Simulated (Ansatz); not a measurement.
ClH2In (SMILES [Cl][InH2]) moved off its minimum; all values from Ansatz (a quantum-chemistry and plane-wave program), cores frozen in correlated methods. Elements past Kr take the def2 small-core potentials, without spin–orbit coupling.
(charge 0, multiplicity 1)
```xyz
4

In    -0.10391    -0.32821    -0.49869
H     -1.49332     0.06915    -1.24937
H      1.60864    -0.54950    -1.09521
Cl     0.06053     0.67192     1.82134
```

Forces at B3LYP/def2-TZVPP (eV/Å):

```json
[
 {"atom": "In1", "Fx": "2.456", "Fy": "0.949", "Fz": "1.131"},
 {"atom": "H2", "Fx": "-1.193", "Fy": "-0.053", "Fz": "-0.418"},
 {"atom": "H3", "Fx": "-1.096", "Fy": "-0.210", "Fz": "0.450"},
 {"atom": "Cl4", "Fx": "-0.167", "Fy": "-0.687", "Fz": "-1.162"}
]
```

Task: Give the forces (eV/Å), the total energy and the dipole at CCSD(T)/def2-TZVPPD.

Result: 
```tsv
atom	Fx	Fy	Fz
In1	2.573	0.930	1.484
H2	-1.487	0.023	-0.625
H3	-0.915	-0.239	0.347
Cl4	-0.172	-0.714	-1.206
```
Energy -650.2162 hartree, dipole 4.19 D.
